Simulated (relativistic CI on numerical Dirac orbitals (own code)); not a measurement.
Computed by Dirac-Coulomb-Breit CI, separate exchange-only KLI orbitals for each configuration, QED by a radiative potential, unscaled Slater integrals (own radial code, finite nucleus).

The strongest absorption lines from the ground level of an ion, among the configurations computed and to levels below about 2940 eV (vacuum wavelength in Å, gf): 4.2166 (0.32), 4.2179 (0.42), 14.155 (1.5), 14.212 (0.37), 15.058 (0.37), 26.365 (0.4), 26.776 (1.1), 27.242 (0.6).

Q: Which ion is it?
A. Pa⁷²⁺
B. Tl⁶²⁺
C. Tl⁶⁴⁺
D. Rn⁶⁷⁺

A: B. Tl⁶²⁺ has 19 electrons and the ground level 3s2 3p6 3d 2D_3/2; the strongest line goes to 3s2 3p5 3d2 2D°_3/2. The pattern of lines fixes the number of electrons, and along that sequence the line energies rise steadily with the charge (about as its square where n changes within one kind of shell, about linearly where n is kept but much faster in heavy ions where fine structure, which grows about as Z⁴, sets the gap, and irregularly where shells cross), which fixes Z. Configurations outside the model, such as inner-shell arrays, can give stronger lines. At this charge energies of transitions that change n are usually good to better than 1 %, and those within a shell (Δn = 0) to a few per cent.

LS names give the leading component of a level, which can be under half, so a name can repeat, a term be missing and a line seem to break the LS rules.
